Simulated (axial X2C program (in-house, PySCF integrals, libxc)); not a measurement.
**Ionising ScH**

All values come from calculations with an in-house all-electron X2C program for linear molecules (integrals from PySCF), spin-free (one-electron X2C) or two-component (2c: spin–orbit coupling with atomic mean-field Coulomb and Gaunt terms, which also bring small scalar terms), in Dyall basis sets with cores contracted in-house; open shells are unrestricted.

Basis sets: H dyall-v3z, Sc dyall-cv3z. Frozen shells (counts by l): ScH Sc 2s1p, H none, 12 electrons correlated; ScH⁺ Sc 2s1p, H none, 11 electrons correlated. Coupled cluster in natural virtuals with an MP2 remainder. Where the outer core of a metal is frozen, bonds come out longer and ionisation energies lower.

```json
{"Hamiltonian": "spin-free", "level": "HF", "ScH state": "M_S = 1, Λ = 2", "Re (Å)": "1.935", "ωe (cm⁻¹)": "1425.6", "De (eV)": "1.79"}
{"Hamiltonian": "spin-free", "level": "PBE0", "ScH state": "M_S = 1, Λ = 2", "Re (Å)": "1.849", "ωe (cm⁻¹)": "1480.7", "De (eV)": "2.27"}
{"Hamiltonian": "spin-free", "level": "MP2", "ScH state": "M_S = 1, Λ = 2", "Re (Å)": "1.874", "ωe (cm⁻¹)": "1467.1", "De (eV)": "1.92"}
{"Hamiltonian": "spin-free", "level": "CCSD", "ScH state": "M_S = 1, Λ = 2", "Re (Å)": "1.889", "ωe (cm⁻¹)": "1442.3", "De (eV)": "2.05"}
{"Hamiltonian": "spin-free", "level": "CCSD(T)", "ScH state": "M_S = 1, Λ = 2", "Re (Å)": "1.885", "ωe (cm⁻¹)": "1442.6", "De (eV)": "2.00"}
{"Hamiltonian": "2c", "level": "HF", "ScH state": "Ω = 1", "Re (Å)": "1.935", "ωe (cm⁻¹)": "1425.3", "De (eV)": "1.79"}
{"Hamiltonian": "2c", "level": "PBE0", "ScH state": "Ω = 1", "Re (Å)": "1.849", "ωe (cm⁻¹)": "1480.4", "De (eV)": "2.28"}
{"Hamiltonian": "2c", "level": "MP2", "ScH state": "Ω = 1", "Re (Å)": "1.874", "ωe (cm⁻¹)": "1466.7", "De (eV)": "n/a"}
{"Hamiltonian": "2c", "level": "CCSD", "ScH state": "Ω = 1", "Re (Å)": "1.889", "ωe (cm⁻¹)": "1441.9", "De (eV)": "2.05"}
{"Hamiltonian": "2c", "level": "CCSD(T)", "ScH state": "Ω = 1", "Re (Å)": "1.885", "ωe (cm⁻¹)": "1442.2", "De (eV)": "2.00"}
```

Adiabatic ionisation energy (minimum to minimum, no zero-point term) and constants of ScH⁺:

```json
{"Hamiltonian": "spin-free", "level": "HF", "ScH⁺ state": "M_S = 1/2, Λ = 2", "IE (eV)": "5.82", "Re (Å)": "1.831", "ωe (cm⁻¹)": "1653.8", "De (eV)": "1.35", "fragments": "Sc+ + H"}
{"Hamiltonian": "spin-free", "level": "PBE0", "ScH⁺ state": "M_S = 1/2, Λ = 2", "IE (eV)": "6.26", "Re (Å)": "1.777", "ωe (cm⁻¹)": "1673.8", "De (eV)": "2.38", "fragments": "Sc+ + H"}
{"Hamiltonian": "spin-free", "level": "MP2", "ScH⁺ state": "M_S = 1/2, Λ = 2", "IE (eV)": "6.09", "Re (Å)": "1.785", "ωe (cm⁻¹)": "1692.7", "De (eV)": "2.19", "fragments": "Sc+ + H"}
{"Hamiltonian": "spin-free", "level": "CCSD", "ScH⁺ state": "M_S = 1/2, Λ = 2", "IE (eV)": "6.13", "Re (Å)": "1.803", "ωe (cm⁻¹)": "1644.5", "De (eV)": "2.39", "fragments": "Sc+ + H"}
{"Hamiltonian": "spin-free", "level": "CCSD(T)", "ScH⁺ state": "M_S = 1/2, Λ = 2", "IE (eV)": "6.14", "Re (Å)": "1.801", "ωe (cm⁻¹)": "1640.0", "De (eV)": "2.42", "fragments": "Sc+ + H"}
{"Hamiltonian": "2c", "level": "HF", "ScH⁺ state": "Ω = 3/2", "IE (eV)": "5.82", "Re (Å)": "1.831", "ωe (cm⁻¹)": "1653.6", "De (eV)": "n/a", "fragments": "Sc+ + H"}
{"Hamiltonian": "2c", "level": "PBE0", "ScH⁺ state": "Ω = 3/2", "IE (eV)": "6.25", "Re (Å)": "1.777", "ωe (cm⁻¹)": "1673.7", "De (eV)": "n/a", "fragments": "Sc+ + H"}
{"Hamiltonian": "2c", "level": "MP2", "ScH⁺ state": "Ω = 3/2", "IE (eV)": "6.09", "Re (Å)": "1.785", "ωe (cm⁻¹)": "1692.6", "De (eV)": "n/a", "fragments": "Sc+ + H"}
{"Hamiltonian": "2c", "level": "CCSD", "ScH⁺ state": "Ω = 3/2", "IE (eV)": "6.13", "Re (Å)": "1.803", "ωe (cm⁻¹)": "1644.3", "De (eV)": "n/a", "fragments": "Sc+ + H"}
{"Hamiltonian": "2c", "level": "CCSD(T)", "ScH⁺ state": "Ω = 3/2", "IE (eV)": "6.14", "Re (Å)": "1.801", "ωe (cm⁻¹)": "1639.9", "De (eV)": "n/a", "fragments": "Sc+ + H"}
```

(1) Add the zero-point terms to the ionisation energy at CCSD(T), 2c, and say whether the electron removed was bonding.

Each entry is the lowest single determinant of a limited PBE0 search at one distance. De goes to single-determinant-based atoms at the same level (for ions the charge split of lowest energy) and is withheld (n/a) where an atom does not fit its ground term or J level. Main or longest-lived isotopes. One determinant is a doubtful description, or other states lie close, for ScH, ScH⁺; these need not be ground states, and all values refer to the states named. With several unpaired electrons the Ω given is that of one determinant, not necessarily of the lowest component. Some light 2c atoms are not at their ground J level, so De misses part of their lowering (0.04 eV or less). The functionals have no current term, which raises determinants with orbital currents.

## Answers

(1) IE0 = IE + (ωe⁺ − ωe)/2 = 6.14 + (0.012) = 6.15 eV. Re changes by -0.084 Å, so the bond shortens, as on loss of an antibonding or a polarising non-bonding electron.
